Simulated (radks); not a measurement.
Results of a calculation; reference values are marked as such.
K12+, configuration 1s1 2s2 2p4 (not the ground configuration).

Code: a radial shooting solver on a logarithmic mesh with Libxc functionals. Model: scalar-relativistic Kohn-Sham, PBEsol, spin-polarised, spherical densities, finite nucleus; open shells are filled with parallel spins first; Fermi nuclear charge, rms radius 3.4349 fm.

Energy parts (eV):
| part | energy |
|---|---|
| total | -10522.139 |
| kinetic | 10588.114 |
| electron-nucleus | -22800.017 |
| Hartree | 2181.460 |
| exchange-correlation | -491.696 |

Orbitals (lengths in bohr, moments of r in powers of bohr; r(max) is where P^2 peaks):
orbital  occ.  eigenvalue (eV)      <r>   r(max)     <r^2>
1s up       1        -4185.141  0.07941  0.05234  0.008455
1s down     0        -4079.879  0.08015  0.05264  0.008626
2s up       1        -759.0347   0.3510   0.2965    0.1448
2s down     1        -742.1735   0.3555   0.3000    0.1485
2p up       3        -705.9268   0.3041   0.2356    0.1127
2p down     1        -686.6236   0.3097   0.2399    0.1169

The highest occupied level is 2p down at -686.62 eV. The configuration is held as typed, so some empty levels lie below it. Spin moment in Bohr magnetons: 3. The electron density at the nucleus is 2951 e/bohr^3 (large components only). The spin density at the nucleus is 2473 e/bohr^3 (1s 2468, 2s 5).
